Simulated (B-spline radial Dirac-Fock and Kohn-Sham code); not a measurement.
# Sn³⁺ 4d5/2: cross section and angular parameters

System: the Sn³⁺ ion, configuration [Kr] 4d10 5s1; threshold 62.75 eV (orbital energy of the model). Method: Dirac-Hartree-Slater photoionisation with a Latter tail; cross sections with all multipoles, angular parameters from the dipole term and its interference with E2. Computed with a B-spline atomic structure program.

For linearly polarised light dσ/dΩ = σ/(4π) [1 + β P₂(cos θ) + (δ + γ cos²θ) sin θ cos φ], with θ from the polarisation vector and φ the angle between the beam and the projection of the electron momentum on the plane normal to the polarisation.

```
hν (eV)  σ (kb)       β       γ       δ
   97.2    1380   1.790  -0.135  -0.001
    102     932   1.916  -0.172   0.003
    103     858   1.935  -0.181   0.004
    113     396   1.871  -0.264   0.021
    150     231  -0.793   0.093   0.032
    153     244  -0.758   0.110   0.028
    166     305  -0.504   0.141   0.014
    200     418   0.077   0.125  -0.001
    291     440   0.740   0.034  -0.006
    309     424   0.809   0.022  -0.006
    675     140   1.278  -0.002   0.014
    721     123   1.293   0.010   0.016
    903    75.5   1.324   0.069   0.024
 1486.9    22.0   1.301   0.284   0.044
   1540    20.1   1.295   0.303   0.046
   1690    15.6   1.279   0.354   0.051
   2000    9.76   1.242   0.452   0.061
 2984.4    2.95   1.128   0.713   0.095
   3930    1.22   1.032   0.902   0.128
   4120    1.05   1.015   0.934   0.135
 5414.7   0.413   0.912   1.120   0.181
   6160   0.263   0.863   1.206   0.207
   7190   0.151   0.804   1.304   0.242
   7750   0.115   0.775   1.350   0.261
   7780   0.113   0.774   1.352   0.262
   8660       ?       ?       ?       ?
 9251.7  0.0597   0.709   1.454   0.310
  12000  0.0222   0.615   1.595   0.395
```

**Question.** Give the values at 8660 eV.

**Answer.** σ = 0.0764 kb, β = 0.733, γ = 1.416, δ = 0.291.
